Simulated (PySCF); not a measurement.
Computed shifts of a molecule C6H4O, PBE/pcSseg-1 in PySCF, GIAO, gas phase, equivalent atoms averaged, in ppm (number of nuclei): ¹³C: 151.0 (1), 144.7 (1), 120.6 (1), 113.0 (1), 87.8 (1), 81.0 (1). ¹H: 7.80 (1), 7.47 (1), 6.82 (1), 3.30 (1). References: ¹³C against TMS (σ = 182.0 ppm); ¹⁷O against H2O (σ = 334.3 ppm); ¹H against TMS (σ = 31.49 ppm), references at their B3LYP-D3(BJ)/def2-TZVP geometries, non-relativistic. The structure is a stationary point at PBE0-D3(BJ)/def2-SVP. One conformer was computed; it need not be the lowest.

Task: Identify the compound among the candidates.
A. C#CC(C#C)C=O
B. C#Cc1ccoc1
C. C#Cc1ccco1

Result: B, C#Cc1ccoc1
